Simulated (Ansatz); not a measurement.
Input for Ansatz (a program for electronic structure): R-CCSD(T)/cc-pV(T+d)Z on CH4Si (SMILES C[SiH]), 2S+1 = 1, a spin state set in the input, which need not be the lowest. Files ending in .json are basis or fitting sets from the Basis Set Exchange.

Ansatz 0.2 input:
```yaml
crystal:
  periodic: [false, false, false]
  atoms:
    - {symbol: C, position_ang: [-1.06826149, -0.41428367, 0.02794665]}
    - {symbol: Si, position_ang: [0.66023841, 0.37576989, -0.02971146]}
    - {symbol: H, position_ang: [-1.16495485, -1.15523222, -0.77502676]}
    - {symbol: H, position_ang: [-1.88055565, 0.30725687, -0.05850067]}
    - {symbol: H, position_ang: [-1.18951808, -0.97464763, 0.96304543]}
    - {symbol: H, position_ang: [1.40125978, -0.95245343, 0.11876255]}
basis:
  gaussian:
    orbitals: cc-pV_T+d_Z.json
magnetization: {spin_polarized: false}
correlation: {method: ccsd_t, electrons: outside_noble_gas}
scf: {omitted_lower_state_checks: [cluster_reference]}
```

The log:

```
WARN ansatz: RAYON_NUM_THREADS=2 ignored (pool sized by the plan → 2); use --threads N
Functional definition: HF
these checks for a lower state are left out or cut short: cluster_reference
integrals: 0.21 GiB planned
708 factors; integrals over basis functions are off by at most 9.8e-4 eV
mean field: 0.21 GiB planned
mean field evaluation 1: about -8953.3162 eV, gradient 2.5e1 eV
mean field evaluation 2: about -8953.3153 eV, gradient 2.5e1 eV
mean field evaluation 4: about -8955.0566 eV, gradient 2.3e0 eV
mean field evaluation 8: about -8955.0869 eV, gradient 7.2e-2 eV
mean field -8955.08696298 eV, -329.0933759136 hartree, gradient 6.2e-6 eV, S^2 0.000000; 0 other end points of the search recorded, 0 dependent functions left out; unrestricted orbitals would lower it
6 core orbitals not correlated
reference -8955.08696298 eV, -329.0933759136 hartree; 6, 6 occupied and 113, 113 virtual orbitals, 708 factors
second order -7.78414387 eV of doubles, -0.00000000 eV of singles
coupled cluster: 0.41 GiB planned
cycle   1  -8.42366625 eV  change   -6.4e-1 eV  update   7.3e-2
cycle   2  -8.72925486 eV  change   -3.1e-1 eV  update   2.8e-2
cycle   3  -8.76398816 eV  change   -3.5e-2 eV  update   1.1e-2
cycle   4  -8.76147703 eV  change    2.5e-3 eV  update   4.5e-3
cycle   5  -8.76167631 eV  change   -2.0e-4 eV  update   1.4e-3
cycle   6  -8.76156814 eV  change    1.1e-4 eV  update   5.6e-4
cycle   7  -8.76164876 eV  change   -8.1e-5 eV  update   1.8e-4
cycle   8  -8.76171300 eV  change   -6.4e-5 eV  update   5.6e-5
cycle   9  -8.76170353 eV  change    9.5e-6 eV  update   1.9e-5
cycle  10  -8.76170244 eV  change    1.1e-6 eV  update   6.5e-6
perturbative correction -0.31917858 eV, -0.0117295966 hartree
Total energy: -8964.16784400 eV, -329.4270921359 hartree
Checks for a lower state left out: cluster_reference
```

The calculation finished and met its thresholds.

Cost: roughly 6 core-seconds.
